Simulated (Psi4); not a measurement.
C4H12FNSi (SMILES CC(C)(C)N[SiH2]F), singlet, at a GFN2-xTB geometry, atoms displaced at random by about 0.08 Å a coordinate; Psi4 with TPSS/STO-3G, gradient.

Input for Psi4:
```
memory 2 GB

molecule {
0 1
Si    1.65792936    0.19443579   -0.30111717
F     2.76211931   -0.33300045    0.89289358
N    -0.00689296   -0.18218295    0.50381375
C    -1.41023884    0.01304702   -0.08351558
C    -2.11096366    0.23881546    1.07043474
C    -1.26926286    1.21644954   -0.92902418
C    -1.64231826   -1.14666128   -0.83230136
H     1.84983971   -0.58468099   -1.57230900
H     1.89465192    1.64442620   -0.40630097
H     0.31977181   -0.85026355    1.37810878
H    -1.59945088    1.33039947    1.65529401
H    -1.97537973   -0.56762367    1.81356138
H    -3.23132683    0.50224917    0.82234705
H    -2.28178122    1.49611427   -1.18555074
H    -0.57520587    1.06867816   -1.73923185
H    -0.83854622    2.12240728   -0.34083661
H    -1.66040285   -2.27332296    0.01584113
H    -1.06799746   -1.32255531   -1.58639090
H    -2.83978638   -1.13189926   -1.05962837
symmetry c1
no_reorient
no_com
}

set {
  basis sto-3g
}

gradient('tpss')
print_variables()
```

It wrote (shortened):

```
gradient() will perform analytic gradient computation.

   => Loading Basis Set <=

    Name: STO-3G
    Role: ORBITAL
    Keyword: BASIS

         ---------------------------------------------------------
                                   SCF
               by Justin Turney, Rob Parrish, Andy Simmonett
                          and Daniel G. A. Smith
                              RKS Reference
         ---------------------------------------------------------

  ==> Geometry <==

    Molecular point group: c1
    Full point group: C1

    Geometry (in Angstrom), charge = 0, multiplicity = 1:

       Center              X                  Y                   Z               Mass
    ------------   -----------------  -----------------  -----------------  -----------------
         SI           1.657929360000     0.194435790000    -0.301117170000    27.976926534650
         F            2.762119310000    -0.333000450000     0.892893580000    18.998403162730
         N           -0.006892960000    -0.182182950000     0.503813750000    14.003074004430
         C           -1.410238840000     0.013047020000    -0.083515580000    12.000000000000
         C           -2.110963660000     0.238815460000     1.070434740000    12.000000000000
         C           -1.269262860000     1.216449540000    -0.929024180000    12.000000000000
         C           -1.642318260000    -1.146661280000    -0.832301360000    12.000000000000
         H            1.849839710000    -0.584680990000    -1.572309000000     1.007825032230
         H            1.894651920000     1.644426200000    -0.406300970000     1.007825032230
         H            0.319771810000    -0.850263550000     1.378108780000     1.007825032230
         H           -1.599450880000     1.330399470000     1.655294010000     1.007825032230
         H           -1.975379730000    -0.567623670000     1.813561380000     1.007825032230
         H           -3.231326830000     0.502249170000     0.822347050000     1.007825032230
         H           -2.281781220000     1.496114270000    -1.185550740000     1.007825032230
         H           -0.575205870000     1.068678160000    -1.739231850000     1.007825032230
         H           -0.838546220000     2.122407280000    -0.340836610000     1.007825032230
         H           -1.660402850000    -2.273322960000     0.015841130000     1.007825032230
         H           -1.067997460000    -1.322555310000    -1.586390900000     1.007825032230
         H           -2.839786380000    -1.131899260000    -1.059628370000     1.007825032230

  Running in c1 symmetry.

  Rotational constants: A =      0.13003  B =      0.03717  C =      0.03581 [cm^-1]
  Rotational constants: A =   3898.06587  B =   1114.26503  C =   1073.56610 [MHz]
  Nuclear repulsion =  404.989754971522018

  Charge       = 0
  Multiplicity = 1
  Electrons    = 66
  Nalpha       = 33
  Nbeta        = 33

  ==> Algorithm <==

  SCF Algorithm Type is DF.
  DIIS enabled.
  MOM disabled.
  Fractional occupation disabled.
  Guess Type is SAD.
  Energy threshold   = 1.00e-08
  Density threshold  = 1.00e-08
  Integral threshold = 1.00e-12

  ==> Primary Basis <==

  Basis Set: STO-3G
    Blend: STO-3G
    Number of shells: 35
    Number of basis functions: 51
    Number of Cartesian functions: 51
    Spherical Harmonics?: true
    Max angular momentum: 1

  ==> DFT Potential <==

   => LibXC <=

    Version 7.1.2
    S. Lehtola, C. Steigemann, M. J. T. Oliveira, and M. A. L. Marques,  SoftwareX 7, 1–5 (2018) (10.1016/j.softx.2017.11.002)

   => Composite Functional: TPSS <=

    TPSS Meta-GGA XC Functional

    J. Tao, et al., Phys. Rev. Lett., 91, 146401, 2003

    Deriv               =              1
    GGA                 =           TRUE
    Meta                =           TRUE

    Exchange Hybrid     =          FALSE
    MP2 Hybrid          =          FALSE

   => Exchange Functionals <=

    1.0000   XC_MGGA_X_TPSS

   => Correlation Functionals <=

[...]
  @DF-RKS Final Energy:  -596.24707578671644
    Total Energy =                       -596.2470757867164366
[...]
         H           -2.839786380000    -1.131899260000    -1.059628370000     1.007825032230

  Nuclear repulsion =  404.989754971522018

  ==> Basis Set <==

  Basis Set: STO-3G
    Blend: STO-3G
    Number of shells: 35
    Number of basis functions: 51
    Number of Cartesian functions: 51
    Spherical Harmonics?: true
    Max angular momentum: 1

  ==> DFJKGrad: Density-Fitted SCF Gradients <==

    Gradient:                    1
    J tasked:                  Yes
    K tasked:                   No
    wK tasked:                  No
    Integrals threads:           1
    Schwarz Cutoff:          1E-12
    Fitting Condition:       1E-10

   => Auxiliary Basis Set <=

  Basis Set: (STO-3G AUX)
    Blend: DEF2-UNIVERSAL-JKFIT
    Number of shells: 260
    Number of basis functions: 798
    Number of Cartesian functions: 937
    Spherical Harmonics?: true
    Max angular momentum: 4

  ==> DFT Potential <==

   => LibXC <=

    Version 7.1.2
    S. Lehtola, C. Steigemann, M. J. T. Oliveira, and M. A. L. Marques,  SoftwareX 7, 1–5 (2018) (10.1016/j.softx.2017.11.002)

   => Composite Functional: TPSS <=

    TPSS Meta-GGA XC Functional

    J. Tao, et al., Phys. Rev. Lett., 91, 146401, 2003

    Deriv               =              1
    GGA                 =           TRUE
    Meta                =           TRUE

    Exchange Hybrid     =          FALSE
    MP2 Hybrid          =          FALSE

   => Exchange Functionals <=

    1.0000   XC_MGGA_X_TPSS

   => Correlation Functionals <=

    1.0000   XC_MGGA_C_TPSS

   => LibXC Density Thresholds  <==

    XC_MGGA_C_TPSS:  1.00E-15
    XC_MGGA_X_TPSS:  1.00E-15

   => Molecular Quadrature <=

    Radial Scheme          =       TREUTLER
    Pruning Scheme         =           NONE
    Nuclear Scheme         =       TREUTLER

    Blocking Scheme        =         OCTREE
    BS radius alpha        =              1
    Pruning alpha          =              1
    Radial Points          =             75
    Spherical Points       =            302
    Total Points           =         397751
    Total Blocks           =           2953
    Max Points             =            256
    Max Functions          =             48
    Weights Tolerance      =       1.00E-15

  -Total Gradient:
     Atom            X                  Y                   Z
    ------   -----------------  -----------------  -----------------
       1        0.025774770496     0.022371919814    -0.036288823855
       2        0.021874904403    -0.004912219187     0.023749403265
       3       -0.129975759727     0.001074176774    -0.022478151334
       4       -0.172603966488    -0.009231429931     0.006856174790
       5        0.104838459856    -0.127463823765    -0.161689586159
       6       -0.012552977304    -0.084683404494    -0.014488831596
       7        0.224425739719     0.160580976685    -0.128565572593
       8       -0.001478193021    -0.014655147155    -0.011352370282
       9        0.002502256754     0.007545677699     0.009378527753
      10        0.048568996963    -0.026343037108     0.046528641221
      11        0.042283055203     0.080791339694     0.041509871079
      12        0.013053137448     0.001955322340     0.000268478628
      13       -0.033733558189     0.015113958787    -0.021404346688
      14        0.012960095601    -0.009945147859     0.024926649898
      15       -0.001425398686     0.005199630852     0.026372687676
      16        0.015297604437     0.032833794835     0.012824982802
      17       -0.010143953259    -0.085418770634     0.066118160082
      18       -0.089588690524     0.027831669487     0.126146207658
      19       -0.060231304297     0.007786411818     0.011680706778

  Variable Map:
  ----------------------------------------------------------------------------
[...]
  Array Variable Map:
  ----------------------------------------------------------------------------
[...]
[...]
```
